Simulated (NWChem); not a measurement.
System: C2H5O, doublet; SMILES C[CH]O

NWChem printed, in part:

```
             Northwest Computational Chemistry Package (NWChem) 7.3.0
             --------------------------------------------------------

                             Geometry "geometry" -> ""
                             -------------------------

 Output coordinates in angstroms (scale by  1.889725989 to convert to a.u.)

  No.       Tag          Charge          X              Y              Z
 ---- ---------------- ---------- -------------- -------------- --------------
    1 C                    6.0000    -0.21689300    -1.22061000    -0.00740100
    2 C                    6.0000     0.49289400     0.07983200    -0.14255700
    3 O                    8.0000    -0.28016800     1.17771000     0.16507200
    4 H                    1.0000     0.40500500    -2.03471700    -0.39473400
    5 H                    1.0000    -0.47096200    -1.46218300     1.04013500
    6 H                    1.0000    -1.15929300    -1.20923100    -0.56971800
    7 H                    1.0000     1.55661700     0.15354800     0.09080200
    8 H                    1.0000     0.26523400     1.97487000     0.08995400

 Effective nuclear repulsion energy (a.u.)      74.7634297827

                                 NWChem DFT Module
                                 -----------------

 Summary of "ao basis" -> "ao basis" (spherical)
 ------------------------------------------------------------------------------
       Tag                 Description            Shells   Functions and Types
 ---------------- ------------------------------  ------  ---------------------
 C                          6-31+g*                  8       18   4s3p1d
 O                          6-31+g*                  8       18   4s3p1d
 H                          6-31+g*                  2        2   2s

 in cosmo_initialize ...
 calling solv_data for solv:h2o

 solvent parameters
 solvname_short: h2o
 solvname_long:  water
 dielec:       78.4000
 dielecinf:     1.7769
 aqueous SMD model solvent descriptors
 dielec:       78.4000
 sola:          0.8200

          ---------------
          -cosmo- solvent
          ---------------
 Cosmo: York-Karplus, doi: 10.1021/jp992097l
 dielectric constant -eps-     =  78.40
 screen = (eps-1)/(eps    )    =   0.98724
 surface charge correction     = lagrangian

   van der Waals surface
 --------------------------

 ---------- ATOMIC COORDINATES (A.U.) ------------ VDWR(ANG.) --
     1   -0.40986834   -2.30661844   -0.01398586     1.850
     2    0.93143460    0.15086061   -0.26939367     1.850
     3   -0.52944075    2.22554919    0.31194085     1.520
     4    0.76534847   -3.84505759   -0.74593910     1.200
     5   -0.88998913   -2.76312522    1.96557014     1.200
     6   -2.19074611   -2.28511525   -1.07661091     1.200
     7    2.94157960    0.29016365    0.17159090     1.200
     8    0.50121958    3.73196316    0.16998841     1.200
 number of segments per atom =        128
 number of   points per atom =        128
 atom (   nspa,  nppa )
 ----------------------
    1 (     61,     0 )       0
    2 (     58,     0 )       0
    3 (     65,     0 )       0
    4 (     54,     0 )       0
    5 (     53,     0 )       0
    6 (     55,     0 )       0
    7 (     52,     0 )       0
    8 (     71,     0 )       0
 number of -cosmo- surface points =      469
 molecular surface =     78.872 angstrom**2
 molecular volume  =     55.488 angstrom**3
 -lineq- algorithm             =   0
 -bem- low  level              =   3
 -bem- from -octahedral-
 gaussian surface charge width =   4.50000
 degree of switching           =   1.00000
 switching function tolerance  =   0.00010
 atomic radii =
 --------------
    1  6.000  1.850
    2  6.000  1.850
    3  8.000  1.520
    4  1.000  1.200
    5  1.000  1.200
    6  1.000  1.200
    7  1.000  1.200
    8  1.000  1.200
 ...... end of -cosmo- initialization ......

 nat:                     8
 ixmem:                  3618
 calling mnsol_interface()
 G(SMD-CDS) energy (kcal/mol)  =     3.165
 SMD-CDS SASA (angstrom**2)    =   106.576

[...]

                                COSMO-SMD solvation results
                                ---------------------------

             internal energy in gas <Psi(g)|H|Psi(g)> =      -154.384657020986
         internal energy in solvent <Psi(s)|H|Psi(s)> =      -154.382671798093
                               delta internal energy  =         0.001985222893 (    1.25 kcal/mol)
   total free energy in solvent <Psi(s)|H+V/2|Psi(s)> =      -154.396560722816
 polarization energy contribution <Psi(s)|V/2|Psi(s)> =        -0.013888924723 (   -8.72 kcal/mol)
    total free energy in solvent including G(SMD-CDS) =      -154.391517164809
                       G(SMD-CDS) energy contribution =         0.005043558007 (    3.16 kcal/mol)
     1 M fixed-concentration free energy of solvation =        -0.006860143823 (   -4.30 kcal/mol)

                    DFT Final Alpha Molecular Orbital Analysis
                    ------------------------------------------

 Vector   11  Occ=1.000000D+00  E=-3.785520D-01
              MO Center= -3.2D-01, -1.5D-01,  1.1D-01, r^2= 2.5D+00
   Bfn.  Coefficient  Atom+Function         Bfn.  Coefficient  Atom+Function
  ----- ------------  ---------------      ----- ------------  ---------------
    41      0.419098  3 O  pz                 5     -0.288336  1 C  pz
    45      0.273389  3 O  pz                59      0.185181  6 H  s
    57     -0.165554  5 H  s                  3     -0.148066  1 C  px
     9     -0.148560  1 C  pz                60      0.139641  6 H  s
    58     -0.127762  5 H  s                 21      0.107261  2 C  px

 Vector   12  Occ=1.000000D+00  E=-3.573884D-01
              MO Center=  1.0D-01,  3.3D-01,  2.7D-02, r^2= 2.2D+00
   Bfn.  Coefficient  Atom+Function         Bfn.  Coefficient  Atom+Function
  ----- ------------  ---------------      ----- ------------  ---------------
    39      0.395904  3 O  px                21     -0.293771  2 C  px
    43      0.255525  3 O  px                61     -0.198297  7 H  s
     3      0.194055  1 C  px                62     -0.180312  7 H  s
    41      0.153783  3 O  pz                 4      0.148292  1 C  py
    42     -0.123428  3 O  s                 63      0.105812  8 H  s

 Vector   13  Occ=1.000000D+00  E=-1.794381D-01
              MO Center=  3.0D-01,  1.6D-01, -1.8D-01, r^2= 1.9D+00
   Bfn.  Coefficient  Atom+Function         Bfn.  Coefficient  Atom+Function
  ----- ------------  ---------------      ----- ------------  ---------------
    23      0.540188  2 C  pz                27      0.451921  2 C  pz
    28     -0.402269  2 C  s                 41     -0.333474  3 O  pz
    10      0.310364  1 C  s                 45     -0.265011  3 O  pz
    31      0.203801  2 C  pz                58     -0.203691  5 H  s
    24     -0.193181  2 C  s                 49     -0.152083  3 O  pz

 Vector   14  Occ=0.000000D+00  E= 7.314665D-03
              MO Center=  5.2D-01,  1.1D+00,  8.9D-03, r^2= 8.0D+00
   Bfn.  Coefficient  Atom+Function         Bfn.  Coefficient  Atom+Function
  ----- ------------  ---------------      ----- ------------  ---------------
    10      2.190015  1 C  s                 30      1.378035  2 C  py
    46     -1.303088  3 O  s                 64      0.413279  8 H  s
    11      0.385985  1 C  px                47     -0.354126  3 O  px
    42     -0.327419  3 O  s                 26      0.210583  2 C  py
     6     -0.197492  1 C  s                 12      0.172132  1 C  py

 Vector   15  Occ=0.000000D+00  E= 2.819028D-02
              MO Center= -5.5D-01, -1.6D+00,  6.6D-02, r^2= 9.9D+00
   Bfn.  Coefficient  Atom+Function         Bfn.  Coefficient  Atom+Function
  ----- ------------  ---------------      ----- ------------  ---------------
    28      6.122046  2 C  s                 10     -5.294534  1 C  s
    30     -2.077177  2 C  py                12     -1.995805  1 C  py
    11     -1.189495  1 C  px                29     -1.139457  2 C  px
     6     -0.522783  1 C  s                 13      0.239415  1 C  pz
    31      0.205965  2 C  pz                48      0.153136  3 O  py

 Vector   16  Occ=0.000000D+00  E= 4.095391D-02
              MO Center=  1.1D+00, -1.9D-01, -2.2D-01, r^2= 9.5D+00
   Bfn.  Coefficient  Atom+Function         Bfn.  Coefficient  Atom+Function
  ----- ------------  ---------------      ----- ------------  ---------------
    28     -2.793468  2 C  s                 10      2.621857  1 C  s
    29      1.531052  2 C  px                46      0.801718  3 O  s
    24     -0.518252  2 C  s                 12      0.462415  1 C  py
    11      0.435680  1 C  px                48     -0.363064  3 O  py
    31     -0.246897  2 C  pz                30      0.234644  2 C  py

                     DFT Final Beta Molecular Orbital Analysis
                     -----------------------------------------

 Vector   10  Occ=1.000000D+00  E=-3.944976D-01
              MO Center= -6.3D-02, -1.2D+00, -1.5D-01, r^2= 1.8D+00
   Bfn.  Coefficient  Atom+Function         Bfn.  Coefficient  Atom+Function
  ----- ------------  ---------------      ----- ------------  ---------------
     4      0.329211  1 C  py                 3     -0.280010  1 C  px
    55     -0.281006  4 H  s                 56     -0.207480  4 H  s
    40      0.169421  3 O  py                 8      0.161121  1 C  py
    59      0.138247  6 H  s                  7     -0.136392  1 C  px
    22     -0.115203  2 C  py                42     -0.105534  3 O  s

[...]
```

Level: B3LYP/6-31+G* (spherical d), spin-unrestricted, SMD on the gas-phase geometry. Coordinates come from a B3LYP/6-31G* (spherical d), spin-unrestricted optimisation. No stability test was run on the SCF state. B3LYP is NWChem's, with the RPA form of VWN correlation. Solvent: water.

Problem. Which NWChem input produces such a log?

Solution. One answer among several that fit: the input that was run:
```
start job
memory heap 200 mb stack 900 mb global 1100 mb
geometry units angstroms noautosym nocenter noautoz
  C     -0.216893    -1.220610    -0.007401
  C      0.492894     0.079832    -0.142557
  O     -0.280168     1.177710     0.165072
  H      0.405005    -2.034717    -0.394734
  H     -0.470962    -1.462183     1.040135
  H     -1.159293    -1.209231    -0.569718
  H      1.556617     0.153548     0.090802
  H      0.265234     1.974870     0.089954
end
basis spherical
  C library 6-31+g*
  O library 6-31+g*
  H library 6-31+g*
end
dft
  odft
  mult 2
  xc b3lyp
  iterations 150
end
cosmo
  do_cosmo_smd true
  solvent water
end
task dft energy
```
